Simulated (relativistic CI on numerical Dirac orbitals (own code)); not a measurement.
## Ni³⁺ in a cubic cluster: L2,3 absorption with charge transfer

Computed with a charge-transfer multiplet model of a cubic metal-ligand cluster with up to 3 ligand holes, Slater and spin-orbit integrals from Dirac-Coulomb-Breit ions, Slater integrals scaled by 0.7. The parameters are those of a tetrahedral site (10Dq negative, t2 hopping the larger). The ground state mixes d7 with configurations of k ligand holes L, whose averages lie at kΔ + k(k − 1)U_dd/2; a core hole lowers each added d electron by U_cd. 20 K, Lorentzian 0.4 eV and Gaussian 0.3 eV FWHM.

Atomic integrals in eV (Slater integrals scaled, ζ unscaled), ground: F2dd 9.255, F4dd 5.778, zeta_d 0.089; with the core hole: F2dd 9.781, F4dd 6.109, zeta_d 0.114, zeta_core 11.406, F2cd 5.866, G1cd 4.475, G3cd 2.546.

Cluster parameters (eV): U_dd = 8.1, U_cd = 10, 10Dq = -0.45, 10Dq(ligand) = 0, V(eg) = 0.75, V(t2g) = -1.27, final-state hopping factor = 1.

| Case | n_d | d7 | d8L | d9L2 | d10L3 | S |
| --- | --- | --- | --- | --- | --- | --- |
| Δ = 1 eV | 7.30 | 0.71 | 0.28 | 0.01 | 0.00 | 1.50 |
| Δ = 2 eV | 7.21 | 0.79 | 0.20 | 0.01 | 0.00 | 1.50 |
| Δ = 3 eV | 7.16 | 0.85 | 0.15 | 0.00 | 0.00 | 1.50 |
| Δ = 4 eV | 7.12 | 0.88 | 0.11 | 0.00 | 0.00 | 1.50 |
| Δ = 5 eV | 7.09 | 0.91 | 0.09 | 0.00 | 0.00 | 1.50 |

Weights, n_d and S are thermal averages at 20 K. Photon energies count from the first peak over 30 % of the highest in each spectrum, which can be another peak from case to case. The parameters are a model scan and need not match a compound or its usual spin state. Peaks in eV (height, largest 100):
- Δ = 1 eV: 0.0 (100), 3.0 (18), 3.6 (17), 4.4 (10), 5.9 (5), 17.8 (33), 21.5 (5)
- Δ = 2 eV: 0.0 (100), 3.3 (16), 4.0 (16), 18.0 (39), 19.0 (14)
- Δ = 3 eV: 0.0 (100), 0.4 (92), 3.2 (12), 3.6 (12), 4.4 (13), 18.0 (45), 19.3 (12)
- Δ = 4 eV: 0.0 (100), 0.5 (93), 3.8 (11), 5.1 (8), 18.2 (50), 19.7 (11), 20.4 (7)
- Δ = 5 eV: 0.0 (100), 0.6 (95), 18.2 (53), 19.9 (12), 20.6 (8)

For the case Δ = 3 eV, Δ = 3 eV is smaller than U_dd = 8.1 eV, the charge-transfer side of the Zaanen-Sawatzky-Allen scheme. With the core hole the configuration with one ligand hole lies at Δ + U_dd − U_cd = -0.9, 0.1, 1.1, 2.1, 3.1 eV from the one without, in the order of the table; where this is negative the screened configuration lies lower, though the effective hopping of about 2.1 eV (from the holes of the mixed ground state) mixes the two strongly wherever it is as large as the gap.
